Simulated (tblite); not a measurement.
Species: C₇H₁₂OSi.
Z-matrix (Å and degrees, GFN2-xTB geometry), rows numbered from 1:
```
O 
C   1  1.2114
C   2  1.4687  1  122.68
C   3  1.3318  2  122.50  1  -174.08
C   4  1.4911  3  123.42  2     1.99
C   5  1.5280  4  111.75  3    20.12
C   6  1.5276  5  111.90  4  -172.34
Si  7  1.9051  6  114.73  5   -62.68
C   2  1.5136  1  122.66  3   178.33
H   3  1.0805  2  115.90  1     6.12
H   4  1.0825  3  120.18  2  -178.16
H   5  1.0923  4  109.60  3   142.80
H   5  1.0966  4  108.57  3  -100.65
H   6  1.0966  5  108.27  4    67.85
H   7  1.0923  6  108.22  5   176.04
H   7  1.0927  6  109.02  5    61.01
H   8  1.4639  7  109.08  6   -43.09
H   8  1.4655  7  110.42  6    77.16
H   8  1.4626  7  108.65  6  -163.22
H   9  1.0916  2  108.99  1    19.59
H   9  1.0952  2  107.34  1   -97.02
```

Method: GFN2-xTB as coded in tblite; computed harmonic values from a numerical Hessian at the method's own geometry, unscaled. Errors from tens to a few hundred cm⁻¹ against measured bands are possible. Modes of hydrogen on silicon can be 10 to 20 % off. One conformer, not necessarily the lowest.

Harmonic wavenumbers (cm⁻¹): 54.6, 88.7, 93.7, 140.6, 173.5, 269.4, 287.8, 398.4, 403.7, 443.6, 496.8, 515.7, 552.7, 586.4, 708.4, 749.8, 759.2, 771.3, 791.4, 792.9, 804.6, 875.5, 892.9, 925.9, 935.5, 1002.3, 1019.3, 1082.3, 1097.6, 1118.4, 1128.9, 1171.4, 1218.4, 1232.4, 1245.0, 1290.2, 1299.1, 1338.9, 1341.9, 1353.5, 1449.2, 1459.0, 1483.5, 1672.0, 1732.6, 2248.1, 2263.8, 2275.5, 2915.3, 2923.9, 2940.5, 2959.6, 2974.8, 2976.2, 2992.7, 3050.6, 3086.1.

A = 3082, B = 718.8, C = 615.1 MHz; mass 140.066 u (most abundant isotopes); point group C1, symmetry number 1.

**Question.** What is the zero-point energy?

**Answer.** ½Σν̃ = 36428 cm⁻¹ = 104.15 kcal/mol.

**Question.** Give the ideal-gas entropy at 298.15 K and 1 bar in the rigid-rotor, harmonic-oscillator model (classical rotation).

**Answer.** Translation 40.75, rotation 29.85, vibration 28.18: S = 98.8 cal/(mol K).

**Question.** And Cp and H(298.15 K) − H(0)?

**Answer.** Cp = 40.57 cal/(mol K), of which vibrations give 32.62 (their classical limit is 57 R = 113.3); H(298.15 K) − H(0) = 6.95 kcal/mol without the zero-point energy, 4.58 from vibrations.

**Question.** How do the functions run with temperature in this model?

**Answer.** 
```csv
T (K),S (cal/(mol K)),Cp (cal/(mol K)),H − H(0) (kcal/mol),G − H(0) (kcal/mol),ln q(vib)
150,77.8,22.9,2.29,-9.39,2.72
250,92.2,34.6,5.14,-17.90,5.21
400,112.4,52.5,11.71,-33.25,9.14
600,137.4,70.8,24.16,-58.28,14.56
900,169.6,87.9,48.19,-104.49,22.48
```

q(vib) and H(0) count from the zero-point level.

**Question.** Which modes carry the vibrational entropy at 298.15 K?

**Answer.** 54.6 cm⁻¹: 4.64; 88.7 cm⁻¹: 3.69; 93.7 cm⁻¹: 3.58; 140.6 cm⁻¹: 2.80; 173.5 cm⁻¹: 2.40; 269.4 cm⁻¹: 1.60 cal/(mol K); the other 51 give 9.47 together.

**Question.** What must be added to the electronic energy to get the Gibbs energy at 298.15 K and 1 bar?

**Answer.** ZPE + [H(298.15 K) − H(0)] − T·S = 104.15 + 6.95 − 29.45 = 81.65 kcal/mol.

**Question.** Blend soft modes into free rotors: weight 1/[1 + (100 cm⁻¹/ν̃)⁴] for the oscillator and the rest for a rotor with moment μB/(μ + B), μ = h/(8π²ν), B = 10⁻⁴⁴ kg m². What vibrational entropy results?

**Answer.** 26.23 cal/(mol K) in place of 28.18, which changes −T·S at 298.15 K by +0.58 kcal/mol.

Hindered rotation and anharmonicity are outside this model. Other conformers, if any are populated, would add a mixing term that is left out. The structure is chiral; the term R ln 2 for an equal mix with its mirror image is left out.

The run took 1.5 s on Arm Neoverse N1, one thread, shared host. The figure is for the frequency step alone.
